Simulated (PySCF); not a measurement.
TiOCl, SMILES [O]=[Ti][Cl] (connectivity only; charge and spin as stated), neutral, multiplicity 2.

The structure is a stationary point at PBE-D3(BJ)/def2-TZVP. The spin state was assumed, not searched.

Calculation: PySCF with PBE-D3(BJ)/def2-TZVP.

Frequencies are harmonic and unscaled.

Computed harmonic wavenumbers and intensities:
```csv
mode,ν (cm⁻¹),IR (km/mol),moving atoms (share of kinetic energy)
1,155,3.4,"O 58 %, Cl 23 %, Ti 18 %"
2,420,86.6,"Cl 53 %, Ti 45 %"
3,1018,205.2,"O 75 %, Ti 25 %"
```
